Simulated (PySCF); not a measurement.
Species: 4-bromothiophenol, C₆H₅BrS.
Bonds: S1–C2, C2–C3 (aromatic), C3–C4 (aromatic), C4–C5 (aromatic), C5–Br6, C5–C7 (aromatic), C7–C8 (aromatic), C2–C8 (aromatic). Hydrogens: H9 on S1; H10 on C3; H11 on C4; H12 on C7; H13 on C8.

Method used: PySCF 2.14.0, PBE0-D3(BJ)/def2-SVP geometry optimisation, gas phase.

List the bond lengths, angles and torsions at this level.

```tsv
bond	length (Å)	order
S1–C2	1.764	single
C2–C3, C2–C8	1.400	aromatic
C3–C4, C7–C8	1.391	aromatic
C4–C5, C5–C7	1.394	aromatic
C5–Br6	1.886	single
S1–H9	1.349	single
C3–H10, C8–H13	1.093	single
C4–H11, C7–H12	1.091	single
```

Bonds in one row agree within 0.01 Å and their mean is given. Orders are formal, as drawn. A selection of angles:
```tsv
angle	degrees
S1–C2–C3	123.3
S1–C2–C8	117.8
C3–C2–C8	118.9
C2–C3–C4	120.6
C3–C4–C5	119.8
C4–C5–Br6	119.9
C4–C5–C7	120.3
H9–S1–C2	96.7
```

Torsions: H9–S1–C2–C3 0° (synperiplanar).

The 8 heavy atoms lie in one plane (0.000 Å rms). Of the pairs four or more bonds apart, H9···H10 is among the closest relative to their van der Waals radii: 2.35 Å, 98 % of the sum of Bondi's values. The 6-membered ring C2–C3–C4–C5–C7–C8 has internal angles of 118.9° to 120.7°; it is planar, 0.00 Å rms from its mean plane, widest ring torsion 0°.

Point group: Cs (every atom within 0.08 Å of its image). No frequency check. One conformer, not necessarily the lowest (H–S1–C2–C3 0°).

Time: 66 s; peak memory 0.81 GiB. Hardware: one thread of an Arm Neoverse V1, shared host with 32 logical CPUs at a one-minute load of 11. These figures are those of the optimisation.
